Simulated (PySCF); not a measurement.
Gas-phase equilibrium of 1 mol N₂O, 66 mol N₂ at 1800 K and 1.00 bar, among 8 species (O₂, N₂, O, NO, O₃, N, N₂O, NO₂). Only gases are allowed; each row takes one source of thermochemistry for all species, and Cantera finds the minimum.

Energies from PySCF (xtb for GFN2), thermal terms from the rigid-rotor harmonic-oscillator model, ideal gas at 1 bar. Table values come from the NASA 1993 polynomials. † marks an energy on the PBE0/def2-TZVP geometry and frequencies; other levels use their own. MP2 and CCSD(T) freeze the core. Open shells (unrestricted) among the columns below: O₂ (multiplicity 3), O (multiplicity 3, electronic degeneracy 9), NO (multiplicity 2, electronic degeneracy 4), NO₂ (multiplicity 2); the rest are closed-shell singlets. GFN2 has no spin-polarisation term. Spin-orbit splitting is ignored; it lowers the true energy and changes the entropy of O, NO. MP2 isn't extrapolated to the basis-set limit. CCSD(T) isn't extrapolated to the basis-set limit. The harmonic model lacks anharmonicity and excited electronic states, which grow with temperature; levels with a mode under 35 cm⁻¹ are left out.

Molecules larger than those listed are left out. Table species left out: NO3.

Mole fractions:

```tsv
thermochemistry	x N₂	x N₂O	x O₂	x NO	x O	x NO₂
table	0.99	5.5e-8	0.0070	0.00085	1.0e-5	3.9e-7
CCSD(T)/def2-SVP†	0.99	1.9e-8	0.0068	0.0011	6.0e-5	1.4e-7
GFN2-xTB	0.99	0.015	<1e-12	4.7e-8	<1e-12	3.7e-10
MP2/def2-SVP†	0.99	1.3e-7	0.0072	0.00041	1.3e-5	3.9e-7
PBE/def2-SVP	0.99	5.7e-6	0.0068	0.0011	2.1e-7	1.9e-5
PBE/def2-TZVP†	0.99	2.0e-6	0.0069	0.00097	4.5e-7	9.0e-6
PBE0/def2-TZVP	0.99	2.7e-7	0.0069	0.00095	6.4e-6	1.1e-6
```
The most sensitive of these is O₂: it spans a factor of 10^9.9 over these rows; at this temperature one factor of ten is RT ln 10 = 34 kJ/mol.
